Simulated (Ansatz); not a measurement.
C2H6S2Si can be A, `C=C([SiH3])SS`, or B, `C[SiH2]C(=S)S`.

Computed with Ansatz on PBE0-D4/def2-TZVP structures; ΔE is electronic, products minus reactants. CCSD(T)/CBS adds triple-zeta CCSD(T) − MP2 to the extrapolated MP2 energy (def2 sets, frozen cores). Functionals use def2-TZVPP. B3LYP here is the variant with VWN-RPA as its local correlation; programs differ in this. Each species was taken in one conformer, which may not be the lowest.

Task: Which isomer does CCSD(T)/CBS put lower? Give the gap. (Estimate.)

Result: Ansatz gave: B, by 56.7 kJ/mol.

Task: Give E(B) − E(A) in kJ/mol with CCSD/def2-TZVPP, r2SCAN-D4, MP2/def2-TZVPP, ωB97M-V, PBE0-D4, B3LYP, B2PLYP. (Estimate.)

Result: Ansatz gave: CCSD/def2-TZVPP -56.4, r2SCAN-D4 -65.3, MP2/def2-TZVPP -67.7, ωB97M-V -53.7, PBE0-D4 -57.1, B3LYP -59.1, B2PLYP -63.1. None reverses the order clearly.

Largest T1 diagnostic: 0.016.

In def2-TZVPP, CCSD(T) changes the Hartree–Fock value by −16.8 kJ/mol (the triples alone add −4.4 kJ/mol) and MP2 by −23.8 kJ/mol. From PBE to PBE0 (25 % exact exchange), in def2-TZVPP and without D4, E(B) − E(A) moves by +4.4 kJ/mol.
